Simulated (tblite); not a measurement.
Run record: tight-binding relaxation, `[SiH2][NH][GeH3]` [radical].

Computed with GFN2-xTB geometry optimisation, gas phase (tblite 0.8.0). Start geometry: from a force field or distance geometry. The command runs a driver script over a list of jobs; the input below is this job's line of settings and its coordinates in Å.

Command:
```bash
OMP_NUM_THREADS=1 python probes_run.py task.json out
```

Input:
```
{"job": {"kind": "relax", "xc": "GFN2-xTB", "basis": "xTB"}, "charge": 0, "multiplicity": 2}
Si     1.512400    -0.383400    -0.533500
N      0.432000     0.807100     0.272700
Ge    -1.310300     0.252100    -0.022000
H      1.288700    -1.711300     0.030800
H      2.906000     0.009600    -0.328400
H      0.602500     0.706300     1.305700
H     -1.524700    -1.175300     0.523200
H     -1.606500     0.280300    -1.543300
H     -2.286600     1.220600     0.696900
```

Output:
```
step      E/eV     max force
  0    -260.72121    1.542
  1    -260.78653    0.877
  2    -260.82980    0.760
  3    -260.85148    0.578
  4    -260.87467    0.384
  5    -260.88251    0.271
  6    -260.89670    0.441
  7    -260.91378    0.558
  8    -260.93898    0.573
  9    -260.95746    0.452
... (83 lines left out)
 93    -261.03549    0.065
 94    -261.03585    0.051
 95    -261.03607    0.027
 96    -261.03612    0.017
 97    -261.03614    0.016
 98    -261.03617    0.018
 99    -261.03621    0.025
100    -261.03628    0.025
101    -261.03632    0.013
102    -261.03634    0.004
```

«max force» is the largest atomic force in eV/Å.

From which step on does the largest force stay under 0.1 eV/Å, and how much energy is left to gain from there?

From step 61 (0.099 eV/Å), 9.3 meV above the end.

Main results: energy lowered by 7.3 kcal/mol over 102 steps; largest atomic force 0.004 eV/Å at the end.

Give the final coordinates.

0.447 Å rms from the input after alignment:
```
atom  x, y, z in Å
Si1    1.6335   -0.4698   -0.4287
N2     0.3947    0.4703    0.3529
Ge3   -1.3639    0.1865    0.0304
H4     1.3020   -1.8705   -0.1725
H5     2.8900   -0.0204    0.1737
H6     0.6554    1.4189    0.5728
H7    -1.6169   -1.2602    0.3017
H8    -1.7428    0.4898   -1.3924
H9    -2.1383    1.0614    0.9643
```

The run took 0.29 s wall on one thread of an Arm Neoverse V2, no GPU, shared host.
Labels such as C1 count atoms from 1, the log's own numbers from 0.
